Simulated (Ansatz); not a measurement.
Gas-phase electronic energies from Ansatz, PBE0-D4/def2-TZVP geometries. CCSD(T)/CBS adds triple-zeta CCSD(T) − MP2 to the extrapolated MP2 energy (def2 sets, frozen cores). DFT in def2-TZVPP. Each species was taken in one conformer, which may not be the lowest.

`F[SiH]([SiH3])S` + `C=NCS` → `C=NC[SiH3]` + `F[SiH](S)S`  (formal exchange of groups at the Si–Si bond)

| species | CAM-B3LYP-D4 energy (Eh) |
| --- | --- |
| `F[SiH]([SiH3])S` | -1080.19813 |
| `C=NCS` | -532.13844 |
| `C=NC[SiH3]` | -424.63094 |
| `F[SiH](S)S` | -1187.74538 |

Task: Work out ΔE.

Result: ΔE = (-424.63094) + (-1187.74538) − (-1080.19813) − (-532.13844) = -0.03975 Eh = -24.9 kcal/mol. CCSD(T)/CBS gives -25.2 kcal/mol.

Largest T1 diagnostic among the species: 0.013.

Leaving LDA and LC-ωPBE aside and taking each functional with its dispersion term where it has one, the values, not all of them listed here, spread over 3.9 kcal/mol, from ωB97M-V to PBE-D4. LDA lies −1.0 kcal/mol from PBE without D4. From PBE to PBE0 (25 % exact exchange), in def2-TZVPP and without D4, ΔE moves by −1.2 kcal/mol. At CCSD(T), def2-SVP lies +1.4 kcal/mol from the extrapolated value and def2-TZVPP +0.4 kcal/mol.
